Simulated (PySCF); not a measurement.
# Bi₂ at PBE

Level: PBE. basis Bi def2-SVP with ECP60; scalar-relativistic core potentials; PySCF 2.14.

| Item | Value |
| --- | --- |
| state | ¹Σg⁺ (singlet), closed shell |
| bond length | 2.671 Å |
| harmonic wavenumber | 195 cm⁻¹ |
| force constant | 2.35 mdyn/Å |
| rotational constant Be | 0.02261 cm⁻¹ |
| anharmonicity ωexe | 0.233 cm⁻¹ |
| vibration–rotation constant αe | 3.7e-05 cm⁻¹ |
| well depth De to Bi + Bi | 2.74 eV |
| dissociation energy D0 | 2.73 eV |
| HOMO–LUMO gap | 2.00 eV |
| bond order (Mayer) | 2.99 |

Closed-shell solutions of metal pairs were not tested for spin polarisation, which can lower them a little. Spin–orbit coupling is left out, which matters for elements this heavy, above all for dissociation energies.
